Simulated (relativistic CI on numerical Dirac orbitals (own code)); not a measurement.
Cr5+: K-alpha X-ray emission

Computed with this model: Dirac-Coulomb-Breit CI, orbitals from a KLI potential per configuration, model QED (radiative potential, 1s self-energy scaled to tabulated hydrogen-like ionisation energies), valence Slater integrals scaled by 0.9, multiplet model of X-ray emission after core ionisation; configurations [Ar] 3d → 1s 2s2 2p6 3s2 3p6 3d → [He] 2s2 2p5 3s2 3p6 3d; 300 K; Lorentzian 1.8 eV and Gaussian 0.6 eV FWHM. Energies are those of the free ion, without screening or charge transfer. S is read from ⟨S²⟩ = S(S + 1).

Field parameters in Wybourne normalisation: Oh B⁴₀ = 21Dq, B⁴₄ = √(5/14) B⁴₀. The field is a parameter set, without covalency.

free ion: ground-state S = 0.50, centroid 5408.02 eV. Peaks (eV, height): 5399.2 (25), 5402.8 (47), 5407.6 (20), 5411.2 (100).

Oh, 10Dq = 5900 cm⁻¹: ground-state S = 0.50, centroid 5408.05 eV. Peaks (eV, height): 5399.0 (17), 5402.6 (53), 5407.2 (18), 5411.2 (100).

Oh, 10Dq = 26550 cm⁻¹: ground-state S = 0.50, centroid 5408.06 eV. Peaks (eV, height): 5397.2 (7), 5402.6 (50), 5411.2 (100).

Strongest unbroadened transitions for free ion:

```
Energy (eV)  Relative strength
    5399.11               31.4
    5399.13                4.9
    5402.39                0.8
    5402.43                1.2
    5402.76               41.8
    5402.78               28.7
    5407.26                0.8
    5407.28               14.6
    5410.03                0.8
    5410.25               19.9
    5410.27               36.0
    5411.18              100.0
    5411.43                9.9
    5411.45                5.9
    5411.76                1.7
    5412.33               10.7
    5412.35               23.6
    5412.85               14.4
```
